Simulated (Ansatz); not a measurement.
`[CH3][GeH]([F])[Br]` + H₂O → `[CH3][GeH]([OH])[F]` + HBr at 500 K and 1 bar (formal hydrolysis of a Ge–Br bond).

Isolated molecules relaxed with PBE0-D4/def2-TZVP in Ansatz; ΔE leaves out vibrations. CBS: MP2 limit from def2 TZ/QZ plus the TZ coupled-cluster correction, frozen cores. This one scheme is used for every species. For Br, Ge outer-core shells are correlated without core-valence functions, which leaves a few kJ/mol of doubt a bond. Scalar relativity is left out up to krypton. One conformer a species, not always the lowest.

| species | CCSD(T)/CBS energy (Eh) | H − E (kJ/mol) | S (J/(mol·K)) |
| --- | --- | --- | --- |
| `[CH3][GeH]([F])[Br]` | -4789.77492 | 166.8 | 401.5 |
| H₂O | -76.37941 | 73.2 | 206.3 |
| `[CH3][GeH]([OH])[F]` | -2292.21807 | 202.0 | 392.1 |
| HBr | -2573.91920 | 30.5 | 213.7 |

H − E and S are ideal-gas, rigid-rotor, harmonic terms from PBE0-D4/def2-TZVP, for one conformer and one mirror image of each species. 1 Eh = 2625.50 kJ/mol, R = 8.31446 J/(mol·K).

Q: By hand: ΔE, ΔH, ΔS and ΔG.

A: ΔE = (-2292.21807) + (-2573.91920) − (-4789.77492) − (-76.37941) = 0.01706 Eh = 44.8 kJ/mol. Δ(H − E) = 202.0 + 30.5 − 166.8 − 73.2 = -7.5, so ΔH = 37.3 kJ/mol. ΔS = 392.1 + 213.7 − 401.5 − 206.3 = -2.0 J/(mol·K). ΔG = 37.3 − 500 × (-2.0)/1000 = 38.3 kJ/mol.

Q: By hand: the equilibrium constant, and the temperature at which ΔG would vanish if ΔH and ΔS stayed fixed.

A: log₁₀ K = −ΔG/(RT ln 10) = -4.0. ΔH and −TΔS have one sign here, so there is no such temperature.

The number of gas molecules stays the same, so ΔS is small and ΔH decides. A doubt of 5 kJ/mol in ΔE shifts log₁₀ K by 0.5 here. Other conformers and mirror images would add mixing entropy, several J/(mol·K) or more a flexible species. These are equilibria of isolated gas molecules and say nothing of rates. Largest T1 diagnostic: 0.011 (customary marks: 0.02 for closed shells, 0.045 for open ones).

ΔS is within the doubt of such terms, so its sign, and with it that verdict, could turn.
